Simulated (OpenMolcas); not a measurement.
Ni III: the spin-orbit constant, worked from levels

| Property | Result |
| --- | --- |
| Program | OpenMolcas 26.06 |
| Basis | ANO-L-VDZP [5s4p2d1f] |
| Scalar Hamiltonian | non-relativistic, point nucleus |
| Active space | 8 electrons in 5 orbitals (3d) |
| State averaging | 2S+1 = 3 even, 10 roots; 2S+1 = 1 even, 15 roots |
| Spin-orbit coupling | state interaction with AMFI integrals over the reference wave functions, term energies averaged over their components |

Methods: CASSCF; SS-CASPT2, IPEA 0.25 Eh, imaginary shift 0.1 Eh (closed shells correlated: 3s 3p). Measured levels: Corliss and Sugar, J. Phys. Chem. Ref. Data 10, 197 (1981).

**The spin-orbit constant.** For the Hund term 3F of d8, E(J) = (A/2) J(J+1) + constant and ζ = -2S·A = -2A. From J = 2 to J = 4 the energy changes by 7 A.

```csv
Source,E(4) - E(2),A,ζ
CASSCF,-2414.3,-344.9,690
SS-CASPT2,-2392.4,-341.8,684
measured,-2269.6,-324.2,648
```

All in cm-1. SS-CASPT2 is off by +5.4 % and CASSCF by +6.4 %. Both methods take the spin-orbit matrix elements from the reference wave functions, so the second can move ζ only through the term energies and any multistate remixing. Second-order mixing with other terms is absorbed into this ζ.

CASPT2 does not keep the components of a term degenerate, so their means are used; among the terms shown or strongly mixed into the levels shown the widest spread is 1100 cm-1 (3d8 3F, SS-CASPT2). Without dynamic correlation excited terms often stand tens of per cent too high (terms of higher spin than the ground term too low), and those without a measured partner can miss by more than the paired ones (holds for CASSCF). Computed and measured levels are paired by configuration, term and J; levels that our copy of the source lacks, or whose pairing is in doubt (as where it misses far off the trend of its configuration), stay unpaired and out of the deviations. Only configurations of the active space appear.
